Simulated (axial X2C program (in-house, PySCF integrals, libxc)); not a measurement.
**Which molecule gave these maps?**

PBE0 fields computed with an in-house relativistic program for diatomic molecules, 2c, near the equilibrium distance, one atom at z = 0.

The maps cover the half plane through the axis: z from -2.4 to 4.8 Å along the bond, ρ from 0.15 to 2.25 Å away from it (steps of 0.3 Å, the bottom row nearest the axis).

log10 of the density in e/bohr³:

digits 0 to 9 span -4.26 to 1.83 evenly
```
0001122222222222222211100
0011222333332223332222110
0112233333333333333332211
1122334444443344444333221
1223344555444444554443321
1233445565554455665543322
1233456777655556776544322
1234456898655567987654332
```

Electron localisation function (collinear form, no current term, damped to 0 at low density):

digits 0 to 9 span 0.00 to 1.00 evenly
```
0000123333211112333321000
0001345655432223555543100
0013567776643345677765310
0124677777665455667776520
0136777545666543335677631
0246763222356522332467642
0256742676236425775257752
1356634575426327547347753
```

Axial spin density in 10⁻³ e/bohr³:

digits 0 to 9 span -2.43 to 2.43 evenly, values beyond are clipped
```
5444444445555443333344444
4444444445555432111234444
4444443344555310000023444
4444432124565300000002444
5444420002676200000002444
5555431002686200000003444
5555554554587302434035555
5556775209577537538676555
```

Question: Which molecule is it?
A. SbO
B. SnO
C. MoH
D. SbTe

Answer: D. SbTe, with Te at z = 0 and Sb at z = 2.543 Å, state Ω = 1/2 (⟨Sz⟩ = -0.49, ⟨Lz⟩ = 0.99 at PBE0), basis Te dyall-cv3z [11s12p8d4f1g], Sb dyall-cv3z [11s12p8d4f1g] (cores contracted in-house). One determinant describes the state; a PBE0 search over occupations chose it and may have missed a lower one. Density functionals use the spin component along the axis (collinear). Without a current term, density functionals place determinants with orbital angular momentum somewhat too high. The determinant is spin-polarised beyond a pure state at some levels (its spin-free form has ⟨S²⟩ too high), which makes Re and μ there less reliable.
